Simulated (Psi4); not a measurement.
GeI$_{4}$, triplet, at a GFN2-xTB geometry (a higher spin typed on purpose: for a closed-shell molecule this is an excited state) (all electrons, no relativity). Base run: B3LYP/STO-3G (Psi4).

Geometry (Å):
```xyz
5

I     -0.6423     2.8051    -0.7445
Ge    -0.2633     0.0430    -0.1147
I     -1.7007    -2.4221    -0.2762
I      0.4712     0.1249     2.4585
I      2.0307    -0.5338    -1.3686
```
Charge 0, spin multiplicity 3.
Orbitals are unrestricted.
All else is at Psi4's defaults, with exact integrals.
Base energy -29464.43822 Eh.

Variants of this job, named by their change:

```csv
change,ΔE vs base (mEh),SCF cycles,grid points,basis functions
base,0.000,13,95753,126
dft_spherical_points = 194,0.071,13,61501,126
damping_percentage = 20,-0.001,27,95753,126
dft_basis_tolerance = 1e-8,0.000,13,91250,126
dft_radial_points = 99,1.066,13,124590,126
dft_radial_points = 150,0.969,13,187967,126
d_convergence = 1e-10,0.000,21,95753,126
ints_tolerance = 1e-8,0.000,13,95753,126
d_convergence = 1e-8,0.000,17,95753,126
soscf = true,0.000,12,95753,126
basis_guess = true,0.000,12,95753,126
dft_nuclear_scheme = stratmann,0.031,13,89823,126
```

Open shells are given as the SCF converged; they aren't shown to be the lowest states, and a large step between rows can be another state.
